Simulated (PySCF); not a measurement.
A side-by-side comparison of computed properties.

First species: C₁₀H₁₁F.
SMILES with atom numbers: `[CH3:1][CH2:2][c:3]1[cH:4][c:5]([CH2:6][F:7])[c:8]2[c:9]([cH:10]1)[CH2:11]2` (hydrogens: H12, H13, H14 on C1; H15, H16 on C2; H17 on C4; H18, H19 on C6; H20 on C10; H21, H22 on C11)

Second species: C2H12SSi4.
SMILES with atom numbers: `[CH3:1][CH2:2][Si@:3]1([SiH3:4])[SiH2:5][SiH2:6][S:7]1` (hydrogens: H8, H9, H10 on C1; H11, H12 on C2; H13, H14, H15 on Si4; H16, H17 on Si5; H18, H19 on Si6)

Cartesian coordinates in Å at the GFN2-xTB level; atoms count from 1:
```
atom  x, y, z in Å
C1    -1.6552    1.4701    1.2823
C2    -0.9823    1.3721   -0.0794
Si3   -0.0945   -0.3154   -0.2975
Si4   -1.6445   -2.0532   -0.4224
Si5    2.0099   -0.2711    0.8057
Si6    2.9311   -0.1032   -1.3291
S7     0.9832   -0.2013   -2.2625
H8    -2.3924    0.6792    1.4038
H9    -0.9220    1.3713    2.0806
H10   -2.1616    2.4264    1.4015
H11   -0.2708    2.1933   -0.1914
H12   -1.7301    1.5067   -0.8633
H13   -2.5947   -1.9657   -1.5325
H14   -0.9797   -3.3554   -0.5070
H15   -2.4276   -2.0605    0.8199
H16    2.3654   -1.4725    1.5716
H17    2.2736    0.8463    1.7250
H18    3.5578    1.1464   -1.7488
H19    3.7243   -1.2042   -1.8639
```

Levels: PBE0/pcSseg-1 for dipole moment, HOMO energy, LUMO energy and HOMO–LUMO gap; GFN2-xTB for rotational constant A and rotational constant C. Geometries: GFN2-xTB. Each species is one conformer at its optimised geometry, gas phase, non-relativistic unless stated; the electronic structure was computed with PySCF and density fitting.

The conformers computed, where there is a choice (atom-mapped SMILES and torsion angles):
- `[CH3:1][CH2:2][c:3]1[cH:4][c:5]([CH2:6][F:7])[c:8]2[c:9]([cH:10]1)[CH2:11]2`: C1–C2–C3–C4 -91°, C4–C5–C6–F7 1°
- `[CH3:1][CH2:2][Si@:3]1([SiH3:4])[SiH2:5][SiH2:6][S:7]1`: C1–C2–Si3–Si4 68°

```csv
property,column X,column Y
dipole moment,2.30 D,1.41 D
HOMO energy,-6.92 eV,-6.69 eV
LUMO energy,-1.36 eV,-0.37 eV
HOMO–LUMO gap,5.56 eV,6.32 eV
rotational constant A,1.258 GHz,1.362 GHz
rotational constant C,0.617 GHz,0.573 GHz
```

Q: Which column belongs to which species?

A: Column X is the second species and column Y the first. The first has 22 atoms and 80 electrons, the second 19 and 96.

Q: How does each property change from the first species to the second?

A: dipole moment +0.89 D; HOMO energy -0.23 eV; LUMO energy -0.99 eV; HOMO–LUMO gap -0.76 eV; rotational constant A -0.104 GHz; rotational constant C +0.044 GHz.

On the first: The dipole equals about 4.7 × 10⁻³⁰ C·m (1 D = 3.33564 × 10⁻³⁰ C·m). A dipole of 1.41 D is allowed in C1, and pure rotational transitions are dipole-allowed.

On the second: A dipole of 2.30 D is allowed in C1, and pure rotational transitions are dipole-allowed. The dipole equals about 7.7 × 10⁻³⁰ C·m (1 D = 3.33564 × 10⁻³⁰ C·m).
